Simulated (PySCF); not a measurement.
## Zirconium: a sound run and one with changed settings

Sound run: Zr⁺ [Kr] 4d2 5s1, Zr²⁺ [Kr] 4d2. Calculation: PySCF 2.14, in aug-cc-pVDZ-PP with ECP28MDF (5s5p4d2f, 54 functions); a scalar-relativistic core potential. The sound run starts from symmetry-adapted Hartree-Fock orbitals and uses a fine grid where one is needed.

A second run was set up differently.

```
species  method  sound run (hartree)  changed run (hartree)  converged
    Zr⁺     UHF            -46.11037              -46.11037        yes
    Zr⁺  M06-2X            -46.41553              -46.43305        yes
    Zr⁺     PBE            -46.51534              -46.51513        yes
   Zr²⁺     UHF            -45.66003              -45.66003        yes
   Zr²⁺  M06-2X            -45.93717              -45.95729        yes
   Zr²⁺     PBE            -46.02345              -46.02317        yes
```

Ionisation energy of Zr⁺:

```json
{"method": "UHF", "sound run (eV)": "12.254", "changed run (eV)": "12.254"}
{"method": "M06-2X", "sound run (eV)": "13.017", "changed run (eV)": "12.946"}
{"method": "PBE", "sound run (eV)": "13.385", "changed run (eV)": "13.387"}
```

Question: What was changed?
A. radial grid too coarse
B. minimal basis
C. level shift left on
D. a valence shell is frozen

Answer: A. It used radial step 0.3 in ln r (0.13 in the sound run). A coarse radial grid mis-integrates the density and the exchange-correlation energy, with errors of either sign; Hartree-Fock needs no grid.
